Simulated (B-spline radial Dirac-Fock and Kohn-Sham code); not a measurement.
## Binding energies of Yb⁴⁵⁺ at several levels of theory

System: ytterbium as Yb⁴⁵⁺, configuration [Ar] 3d7.

The density-functional columns are spherical, spin-unpolarised Dirac-Kohn-Sham results without Breit or QED terms: −ε is minus the orbital energy of the initial state and ΔSCF the difference of two total energies. The reference in the last column comes from relaxed Dirac-Fock hole states (ΔSCF) with Breit and QED corrections and a finite nucleus. All numbers are from a radial finite-basis atomic code, in eV; a selection of levels is shown. For the 1s level of heavy atoms much of the gap between ΔSCF and the reference is the Breit and QED part, -290.5 eV here; for other levels the error of the functional can be larger.

```tsv
level	LDA −ε	LDA ΔSCF	Dirac-Fock
K	63578.5	64131.3	63852.1
L1	12770.9	12899.7	12949.6
L2	12314.2	12470.5	12449.5
L3	11260.0	11400.9	11405.2
M1	4545.1	4599.9	4634.6
M2	4353.5	4411.2	4422.0
M3	4109.1	4163.6	4177.9
M4,5	3766.9	3828.6	3826.2
```

Values without a named source are computed, but for edge energies of neutral atoms, which are taken from tables.
